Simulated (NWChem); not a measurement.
Basis-set convergence for HIn

```xyz
2

In     0.0000     0.0000     0.0377
H      0.0000     0.0000    -1.8484
```
Charge 0, spin multiplicity 1.

All runs are NWChem calculations. Structure: optimised with PBE/def2-SVP with def2 effective core potentials on In, a minimum by its harmonic frequencies.

Quantity: vertical ionisation energy at the level ΔPBE (Δ: difference of total energies, the cation a doublet at the parent's geometry with its hole in an orbital of symmetry a1 (C2v labels); it is the state that the SCF runs reached, from PBE0 orbitals for Hartree-Fock references, and need not be the lowest).

Effective core potentials replace the inner electrons of In; spin-orbit coupling is left out. The structure started from a generated list of species. The stability of the SCF solutions was not checked.

Costs are rough ratios of processor time within this set of runs, SCF included, with def2-SVP as 1.

```csv
basis,functions,vertical ionisation energy (eV),relative cost
def2-SVP,31,7.93,1
def2-SVPD,40,7.95,under 3
def2-TZVP,56,7.95,under 3
def2-TZVPP,64,7.94,under 3
def2-TZVPD,65,7.95,under 3
def2-QZVP,112,7.95,8
```

Smallest basis within 0.2 eV of def2-QZVP, the largest set run: def2-SVP, with 31 functions against 112 and about 10 % of the time (also within reach: def2-SVPD, def2-TZVP, def2-TZVPP, def2-TZVPD). def2-QZVP isn't the basis-set limit itself, and a small set can land close by cancellation.
